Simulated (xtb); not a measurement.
Input for xtb: GFN2-xTB on H2OSeTe (SMILES O[Te][SeH]), a point of a torsion scan.

```
$ xtb mol.xyz --gfn 2 --opt vtight --chrg 0 --uhf 0 --input xcontrol
5

O     -1.44442647     0.59647549    -0.41308022
Te    -0.21254396    -0.98166642    -0.79417006
Se     1.80034156    -0.69084351     0.78672712
H     -2.34133702     0.27617189    -0.16779671
H      1.44252857    -1.43722318     2.09058053
$constrain
  force constant=1.0
  dihedral: 1,2,3,5,90.0
$end
```

The log:

```
[...]
           -------------------------------------------------
          |                Calculation Setup                |
           -------------------------------------------------



           -------------------------------------------------
          |                 G F N 2 - x T B                 |
           -------------------------------------------------

        Reference                      10.1021/acs.jctc.8b01176
      * Hamiltonian:
        H0-scaling (s, p, d)           1.850000    2.230000    2.230000
        zeta-weighting                 0.500000
      * Dispersion:
        s8                             2.700000
        a1                             0.520000
        a2                             5.000000
        s9                             5.000000
      * Repulsion:
        kExp                           1.500000    1.000000
        rExp                           1.000000
      * Coulomb:
        alpha                          2.000000
        third order                    shell-resolved
        anisotropic                    true
        a3                             3.000000
        a5                             4.000000
        cn-shift                       1.200000
        cn-exp                         4.000000
        max-rad                        5.000000


          ...................................................
          :                      SETUP                      :
          :.................................................:
          :  # basis functions                  26          :
          :  # atomic orbitals                  24          :
          :  # shells                           10          :
          :  # electrons                        20          :
          :  max. iterations                   250          :
          :  Hamiltonian                  GFN2-xTB          :
          :  restarted?                      false          :
          :  GBSA solvation                  false          :
          :  PC potential                    false          :
          :  electronic temp.          300.0000000     K    :
          :  accuracy                    1.0000000          :
          :  -> integral cutoff          0.2500000E+02      :
          :  -> integral neglect         0.1000000E-07      :
          :  -> SCF convergence          0.1000000E-05 Eh   :
          :  -> wf. convergence          0.1000000E-03 e    :
          :  Broyden damping             0.4000000          :
          :  net charge                          0          :
          :  unpaired electrons                  0          :
          ...................................................

 iter      E             dE          RMSdq      gap      omega  full diag
   1    -11.3604881 -0.113605E+02  0.799E+00    3.17       0.0  T
   2    -11.3153184  0.451697E-01  0.903E+00    2.74       1.0  T
   3    -11.3809473 -0.656290E-01  0.427E+00    3.11       1.0  T
   4    -11.3814682 -0.520902E-03  0.547E-01    3.17       1.0  T
   5    -11.3804097  0.105853E-02  0.963E-01    3.12       1.0  T
   6    -11.3815342 -0.112451E-02  0.178E-01    3.16       1.0  T
   7    -11.3815226  0.115843E-04  0.151E-01    3.17       1.0  T
   8    -11.3815422 -0.195699E-04  0.705E-02    3.16       1.0  T
   9    -11.3815439 -0.166940E-05  0.279E-02    3.16       1.6  T
  10    -11.3815451 -0.124874E-05  0.460E-03    3.16       9.7  T
  11    -11.3815451 -0.127318E-07  0.753E-04    3.16      59.4  T
  12    -11.3815451  0.132202E-09  0.542E-04    3.16      82.5  T

   *** convergence criteria satisfied after 12 iterations ***

         #    Occupation            Energy/Eh            Energy/eV
      -------------------------------------------------------------
         1        2.0000           -0.8570148             -23.3206
       ...           ...                  ...                  ...
         4        2.0000           -0.5674230             -15.4404
         5        2.0000           -0.5047221             -13.7342
         6        2.0000           -0.4859733             -13.2240
         7        2.0000           -0.4774002             -12.9907
         8        2.0000           -0.4322254             -11.7615
         9        2.0000           -0.3938163             -10.7163
        10        2.0000           -0.3872475             -10.5375 (HOMO)
        11                         -0.2710776              -7.3764 (LUMO)
        12                         -0.2460611              -6.6957
        13                         -0.2123717              -5.7789
        14                         -0.0186123              -0.5065
        15                         -0.0142948              -0.3890
       ...                                ...                  ...
        24                          0.8271656              22.5083
      -------------------------------------------------------------
                  HL-Gap            0.1161699 Eh            3.1611 eV
             Fermi-
[...]
55             -10.8058
        10        2.0000           -0.3869690             -10.5300 (HOMO)
        11                         -0.2458265              -6.6893 (LUMO)
        12                         -0.2379594              -6.4752
        13                         -0.1877197              -5.1081
        14                         -0.0235459              -0.6407
        15                         -0.0081261              -0.2211
       ...                                ...                  ...
        24                          1.0177217              27.6936
      -------------------------------------------------------------
                  HL-Gap            0.1411425 Eh            3.8407 eV
             Fermi-level           -0.3163978 Eh           -8.6096 eV

 SCC (total)                   0 d,  0 h,  0 min,  0.002 sec
 SCC setup                      ...        0 min,  0.000 sec (  2.015%)
 Dispersion                     ...        0 min,  0.000 sec (  0.483%)
 classical contributions        ...        0 min,  0.000 sec (  0.191%)
 integral evaluation            ...        0 min,  0.001 sec ( 29.932%)
 iterations                     ...        0 min,  0.000 sec ( 20.249%)
 molecular gradient             ...        0 min,  0.001 sec ( 44.624%)
 printout                       ...        0 min,  0.000 sec (  2.264%)

         :::::::::::::::::::::::::::::::::::::::::::::::::::::
         ::                     SUMMARY                     ::
         :::::::::::::::::::::::::::::::::::::::::::::::::::::
         :: total energy             -11.371751553339 Eh    ::
         :: gradient norm              0.000058365107 Eh/a0 ::
         :: HOMO-LUMO gap              3.840682649814 eV    ::
         ::.................................................::
         :: SCC energy               -11.400223917004 Eh    ::
         :: -> isotropic ES            0.029371935391 Eh    ::
         :: -> anisotropic ES         -0.002218287750 Eh    ::
         :: -> anisotropic XC         -0.002048080721 Eh    ::
         :: -> dispersion             -0.003058561911 Eh    ::
         :: repulsion energy           0.028471630713 Eh    ::
         :: add. restraining           0.000000732953 Eh    ::
         :: total charge              -0.000000000000 e     ::
         :::::::::::::::::::::::::::::::::::::::::::::::::::::

           -------------------------------------------------
          |                Property Printout                |
           -------------------------------------------------

    * Orbital Energies and Occupations

         #    Occupation            Energy/Eh            Energy/eV
      -------------------------------------------------------------
         1        2.0000           -0.8581033             -23.3502
         2        2.0000           -0.7560121             -20.5721
         3        2.0000           -0.6883427             -18.7308
         4        2.0000           -0.5722347             -15.5713
         5        2.0000           -0.5075038             -13.8099
         6        2.0000           -0.4954591             -13.4821
         7        2.0000           -0.4828594             -13.1393
         8        2.0000           -0.4373840             -11.9018
         9        2.0000           -0.3971055             -10.8058
        10        2.0000           -0.3869690             -10.5300 (HOMO)
        11                         -0.2458265              -6.6893 (LUMO)
        12                         -0.2379594              -6.4752
        13                         -0.1877197              -5.1081
        14                         -0.0235459              -0.6407
        15                         -0.0081261              -0.2211
        16                          0.0269409               0.7331
        17                          0.0321603               0.8751
        18                          0.0704742               1.9177
        19                          0.1038186               2.8250
        20                          0.1499468               4.0803
        21                          0.1794140               4.8821
       ...                                ...                  ...
        24                          1.0177217              27.6936
      -------------------------------------------------------------
                  HL-Gap            0.1411425 Eh            3.8407 eV
             Fermi-level           -0.3163978 Eh           -8.6096 eV

     #   Z          covCN         q      C6AA      α(0)
     1   8 O        1.588    -0.445    21.783     6.298
     2  52 Te       1.696     0.180   407.647    37.329
     3  34 Se       1.826    -0.180   241.785    27.096
     4   1 H        0.817     0.305     0.704     1.317
     5   1 H        0.923     0.140     1.459     1.889

 Mol. C6AA /au·bohr⁶  :       1787.023741
 Mol. C8AA /au·bohr⁸  :     130854.034499
 Mol. α(0) /au        :         73.929267
Note: The following floating-point exceptions are signalling: IEEE_UNDERFLOW_FLAG IEEE_DENORMAL
normal termination of xtb


Wiberg/Mayer (AO) data.
largest (>0.10) Wiberg bond orders for each atom

 ---------------------------------------------------------------------------
     #   Z sym  total        # sym  WBO       # sym  WBO       # sym  WBO
 ---------------------------------------------------------------------------
     1   8 O    2.158 --     2 Te   1.196     4 H    0.896
     2  52 Te   2.492 --     3 Se   1.248     1 O    1.196
     3  34 Se   2.257 --     2 Te   1.248     5 H    0.942
     4   1 H    0.907 --     1 O    0.896
     5   1 H    0.980 --     3 Se   0.942
 ---------------------------------------------------------------------------

Topologies differ in total number of bonds
Writing topology from bond orders to xtbtopo.mol

molecular dipole:
                 x           y           z       tot (Debye)
 q only:       -0.241      -0.807       0.422
   full:       -0.680      -0.982       0.075       3.042
molecular quadrupole (traceless):
                xx          xy          yy          xz          yz          zz
 q only:       -1.364       0.733       0.148      -1.737      -0.121       1.216
  q+dip:       -3.230       2.436       1.632      -4.728       0.682       1.598
   full:       -2.557       1.638       0.749      -4.125       1.266       1.807

           -------------------------------------------------
          |                Geometry Summary                 |
           -------------------------------------------------

      molecular mass/u    :      224.5778015
   center of mass at/Å    :        0.3652973      -0.7007611      -0.3201981
  moments of inertia/u·Å² :        0.5984538E+02   0.3324826E+03   0.3868029E+03
rotational constants/cm⁻¹ :        0.2816865E+00   0.5070229E-01   0.4358197E-01

 * 3 selected distances

     #   Z          #   Z                                           value/Å
     2  52 Te       3  34 Se                                      2.4717614 (max)
     1   8 O        4   1 H                                       0.9580426 (min)
     3  34 Se       5   1 H                                       1.4572357

 * 3 distinct bonds (by element types)

   Z      Z             #   av. dist./Å        max./Å        min./Å
   1 H    8 O           1     0.9580426     0.9580426     0.9580426
   1 H   34 Se          1     1.4572357     1.4572357     1.4572357
  34 Se  52 Te          1     2.4717614     2.4717614     2.4717614


optimized geometry written to: xtbopt.xyz


           -------------------------------------------------
          | TOTAL ENERGY              -11.371751553339 Eh   |
          | GRADIENT NORM               0.000058365107 Eh/α |
          | HOMO-LUMO GAP               3.840682649814 eV   |
           -------------------------------------------------

------------------------------------------------------------------------
------------------------------------------------------------------------
 total:
 SCF:
 ANC optimizer:
```

The run finished.

Warnings raised: the energy holds the restraint's term.

Cost: around 0.08 core-seconds (rough).
